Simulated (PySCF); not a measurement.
# C²⁺: excitation energy

C²⁺ [He] 2s2 (1S) → C²⁺ [He] 2s1 2p1 (3P), as a difference of total energies. Calculation: PySCF 2.14, in aug-cc-pVTZ; the non-relativistic Hamiltonian (point nucleus). Correlated levels: valence: 1s2 frozen. The calculations carry no spin-orbit coupling.

```json
{"method": "UHF", "excitation energy (cm⁻¹)": "37722"}
{"method": "LDA", "excitation energy (cm⁻¹)": "46172"}
{"method": "PBE", "excitation energy (cm⁻¹)": "45376"}
{"method": "PBE0", "excitation energy (cm⁻¹)": "44935"}
{"method": "r2SCAN", "excitation energy (cm⁻¹)": "40964"}
{"method": "M06-L", "excitation energy (cm⁻¹)": "44285"}
{"method": "wB97M-V", "excitation energy (cm⁻¹)": "50433"}
{"method": "M06-2X", "excitation energy (cm⁻¹)": "51615"}
{"method": "B3LYP", "excitation energy (cm⁻¹)": "46111"}
{"method": "MP2 (valence)", "excitation energy (cm⁻¹)": "46454"}
{"method": "SCS-MP2 (valence)", "excitation energy (cm⁻¹)": "48836"}
```

A first-order spin-orbit estimate (lowest level to lowest level, LS coupling) adds -0.007 eV.
